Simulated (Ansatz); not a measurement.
Computed with Ansatz on PBE0-D4/def2-TZVP structures; ΔE is electronic, products minus reactants. CBS: MP2 limit from def2 TZ/QZ plus the TZ coupled-cluster correction, frozen cores. Double bonds are as drawn, so ΔE can hold a change between cis and trans. Functionals use def2-TZVPP. B3LYP here is the variant with VWN-RPA as its local correlation; programs differ in this. def2 core potentials past Kr. For Te outer-core shells are correlated without core-valence functions, which leaves a few kJ/mol of doubt a bond. One conformer a species, not always the lowest.

`C[Te][SiH2]O` + `O/C=C/BF` → `O/C=C/[SiH2]O` + `C[Te]BF`  (redistribution)

| level | ΔE (eV) |
| --- | --- |
| r2SCAN-D4 | 0.40 |
| PBE0-D4 | 0.44 |
| B3LYP-D4 | 0.44 |
| ωB97X-V | 0.41 |
| ωB97M-V | 0.41 |
| MP2/def2-TZVPP | 0.36 |
| SCS-MP2/def2-QZVPP | 0.38 |
| CCSD/CBS(def2) | 0.40 |

Task: What does CCSD(T)/CBS give? (Best estimate.)

Result: The calculation gave: +0.37 eV. The listed levels differ from it by 0.03, 0.07, 0.07, 0.04, 0.04, -0.01, 0.01, 0.03 eV.

Largest T1 diagnostic among the species: 0.014.

In def2-TZVPP, CCSD(T) changes the Hartree–Fock value by −0.16 eV (the triples alone add −0.02 eV) and MP2 by −0.13 eV.
